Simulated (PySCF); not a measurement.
A run for PySCF: R-HF/3-21G on BeH2O (SMILES [BeH][OH]), a point of a bond scan (R = 1.285 Å).

```python
from pyscf import gto, scf, dft, mp
from pyscf.data.elements import chemcore

mol = gto.M(
    atom='''
    Be   -0.78408142   -0.35296304    0.02982263
    H    -1.99529587   -0.89492562    0.07984893
    O     0.51114037    0.18521819   -0.07360318
    H     1.22847395    1.04896716    0.55183723
    ''',
    basis='3-21g',
    charge=0, spin=0, verbose=3, max_memory=1800)
mf = scf.RHF(mol)
mf.conv_tol = 1e-8
mf.max_cycle = 100
mf.kernel()
if not mf.converged:
    mf = mf.newton().run(mf.mo_coeff, mf.mo_occ)
```

It printed:

```
converged SCF energy = -90.1530045823425
```

Self-consistency was reached.

Cost: about 0.17 core-seconds (a rough figure).
